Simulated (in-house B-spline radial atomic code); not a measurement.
A calculation on Cl⁷⁺: its settings, and results tabulated from the run. Method: scalar-relativistic (X2C) PBE0, spin-polarised, spherical fractional occupations, Fermi nucleus of rms radius 3.3654 fm. Calculated with an all-electron radial atomic-structure program (B-spline basis).

Command:
```bash
python run_scf.py task.json out
```
Settings (nuclear radius in fm, mass in u):
```
Z                17
configuration    [He] 2s2 2p6
hamiltonian      x2c
method           pbe0
spin_polarised   True
nucleus          fermi
rms_radius       3.3654
atomic_mass      34.96885
speed_of_light   137.035999084
```

Output (hartree, bohr):
```
 radial grid: 63 intervals, B-splines of order 8, outer radius 5.1948 bohr

 iter        energy (Eh)    residual
    1        -439.389914    8.80e-01
    2        -445.787135    2.83e-01
    3        -446.327571    1.01e-01
    4        -446.401717    3.53e-02
    5        -446.411540    1.08e-02
    6        -446.412525    5.38e-05
    7        -446.412525    5.38e-07
    8        -446.412525    3.68e-09

 total energy                      -446.41253
 kinetic                             448.8866
 electron-nucleus                  -1012.2919
 Hartree                             141.8433
 exact exchange                       -6.1477
 exchange-correlation                -18.7029

 orbital      occ     eigenvalue          <r>       <r^2>       <1/r>     <1/r^3>       r_max
 1s up      1.000      -107.2160    0.0906963   0.0110812     16.7855           -     0.05924
 1s down    1.000      -107.2160    0.0906963   0.0110812     16.7855           -     0.05924
 2s up      1.000       -14.4424     0.438246    0.227469     3.36101           -      0.3597
 2s down    1.000       -14.4424     0.438246    0.227469     3.36101           -      0.3597
 2p up      3.000       -12.1427     0.399719    0.197852     3.24623     105.317      0.2996
 2p down    3.000       -12.1427     0.399719    0.197852     3.24623     105.317      0.2996
```

Run time, properties included: 0.24 s on 1 thread of Arm Neoverse V1, on a shared host.
